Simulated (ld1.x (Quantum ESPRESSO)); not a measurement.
hafnium (Hf): one change to a TM potential, before and after

Hf, norm-conserving Troullier–Martins (Kleinman–Bylander form), made with ld1.x (Quantum ESPRESSO) 7.5 (LDA (PZ), scalar-relativistic). Core [Kr] 4d10 4f14 5s2, reference 5p6 5d2 6s0.5 6p0 (charge +1.5). Waves: 5p (bound): rc 2.30 bohr; 5d (bound): rc 2.60 bohr; 6s (bound): rc 2.85 bohr. Local part: the s channel. Core correction: none.

All-electron outer shells of the reference configuration (LDA (PZ), scalar-relativistic, ld1.x):

```tsv
shell	level (eV)	outermost node (bohr)	outermost maximum (bohr)
5p	-46.70	0.60	1.16
4f	-28.04	–	0.45
6s	-14.49	1.36	2.71
5d	-13.16	0.67	1.67
6p	-9.30	1.63	3.44
```

Change: wave 5d (bound): rc 2.60 bohr becomes 5d (bound): rc 2.18 bohr.

Cutoffs: the cutoffs (Ry, on a coarse ladder) from which the occupation-weighted sum of valence levels, in a spherical-Bessel basis at the reference potential, stays within 10 and 1 mRy of its value at 400 Ry; they do not see the model core or the augmentation charge, which bear on the density cutoff. Errors are all-electron minus pseudo energies relative to the spin-unpolarised reference configuration.

Q: How do hardness, ghosts and transferability respond?

A: The potential gets neither clearly harder nor softer (25 Ry and 40 Ry → 25 Ry and 40 Ry); of the 9 tests that both files solve, the error grows in 1 and shrinks in 0 by more than 15 % and 0.3 meV (median size 67.6 → 75.4 meV); neither file shows a bound ghost.

| quantity | base | changed |
| --- | --- | --- |
| cutoff, loose | 25 Ry | 25 Ry |
| cutoff, tight | 40 Ry | 40 Ry |
| loose cutoff by channel (10 mRy a level) | p 18 Ry, d 18 Ry, s 6 Ry | p 18 Ry, d 21 Ry, s 6 Ry |
| bound ghosts | none | none |
| error for 5p6 5d2 6s2 6p0, meV [ΔE -14.63 eV] | +8.6 | +8.2 |
| error for 5p6 5d2 6s1 6p0, meV [ΔE -6.43 eV] | +2.9 | +2.9 |
| error for 5p6 5d2 6s0 6p0, meV [ΔE 8.07 eV] | -1.5 | -1.6 |
| error for 5p6 5d2.5 6s1.5 6p0, meV [ΔE -13.38 eV] | +6.1 | +6.2 |
| error for 5p6 5d0 6s0 6p0, meV [ΔE 63.31 eV] | -68 | -101 |
| error for 5p6 5d2 6s0 6p2, meV [ΔE -6.56 eV] | -992 | -992 |
| error for 5p6 5d2 6s0 6p1, meV [ΔE -1.64 eV] | -701 | -701 |
| error for 5p6 5d2 6s0.5 6p0 (spin-polarised), meV [ΔE -0.86 eV] | +124 | +120 |
| error for 5p6 5d2 6s2 6p0 (spin-polarised), meV [ΔE -15.07 eV] | +79 | +75 |
| s: phases at 3.09 bohr within 0.05 rad from the reference energy up to (Ry; the scan ends near 5) | 1.3 | 1.3 |
| p: phases at 3.09 bohr within 0.05 rad from the reference energy up to (Ry; the scan ends near 5) | -1.4 | -1.4 |
| d: phases at 3.09 bohr within 0.05 rad from the reference energy up to (Ry; the scan ends near 5) | 0.4 | 0.4 |
